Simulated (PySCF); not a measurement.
Stepwise substitution at one centre (B Br-CH3). All species are isolated molecules in the gas phase. Strings in code marks are SMILES.

Calculation: PySCF 2.14.0 with ωB97X-D3(BJ)/def2-TZVP // B3LYP-D3(BJ)/def2-TZVP. Delta-SCF ions had no search for a lower state. Excitations are Tamm–Dancoff values on a coarser integration grid. The basis has no diffuse functions, so Rydberg states are missing or too high.

```csv
species,S1 excitation (TDA) (eV),dipole moment (D),S1–T1 gap (TDA) (eV),brightest of the four lowest singlets (TDA) (eV),vertical ionisation energy (Delta-SCF) (eV)
0 of 3 Br replaced by CH3 (`BrB(Br)Br`),5.15,0.00,0.14,6.36,10.86
1 of 3 Br replaced by CH3 (`CB(Br)Br`),5.56,1.51,0.15,6.53,10.74
2 of 3 Br replaced by CH3,5.78,1.92,0.24,7.10,10.36
```
